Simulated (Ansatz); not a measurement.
The cluster AlSi6. The state is a doublet with charge 0. Geometry B3LYP-D4/def2-SVP.

```tsv
atom	x (Å)	y (Å)	z (Å)
Al1	-1.1727	-0.9354	-1.1263
Si2	-0.2305	1.1138	0.3751
Si3	-0.0510	-0.6004	2.0887
Si4	0.3757	0.8082	-1.9659
Si5	1.1155	-1.0948	-0.0204
Si6	-2.1910	-0.3162	1.0094
Si7	2.1539	1.0249	-0.3606
```

The structure comes from a short search, and lower isomers may exist.

Problem. Estimate the α-spin orbital energies around the gap (eV) in Ansatz with PBE-D4/def2-SVP, PBE-D4/def2-TZVP, revPBE-D4/def2-TZVP, PBE0-D4/def2-SVP, ωB97X-V/def2-TZVP.

Solution. 
```csv
orbital,PBE-D4/def2-SVP,PBE-D4/def2-TZVP,revPBE-D4/def2-TZVP,PBE0-D4/def2-SVP,ωB97X-V/def2-TZVP
HOMO−5,-6.99,-6.84,-6.80,-7.95,-9.70
HOMO−4,-6.55,-6.40,-6.37,-7.42,-9.14
HOMO−3,-6.32,-6.17,-6.13,-7.15,-8.82
HOMO−2,-5.93,-5.79,-5.75,-6.74,-8.37
HOMO−1,-5.38,-5.24,-5.21,-6.18,-7.82
HOMO,-4.97,-4.84,-4.82,-5.82,-7.45
LUMO,-3.66,-3.57,-3.52,-3.12,-1.31
LUMO+1,-3.57,-3.47,-3.42,-2.99,-1.09
LUMO+2,-3.14,-3.05,-3.00,-2.54,-0.66
LUMO+3,-2.80,-2.73,-2.68,-2.21,-0.33
LUMO+4,-1.74,-1.76,-1.68,-1.07,0.71
LUMO+5,-1.22,-1.36,-1.29,-0.49,1.16
β HOMO,-5.27,-5.14,-5.11,-6.04,-7.68
β LUMO,-4.40,-4.28,-4.22,-3.86,-2.13
```
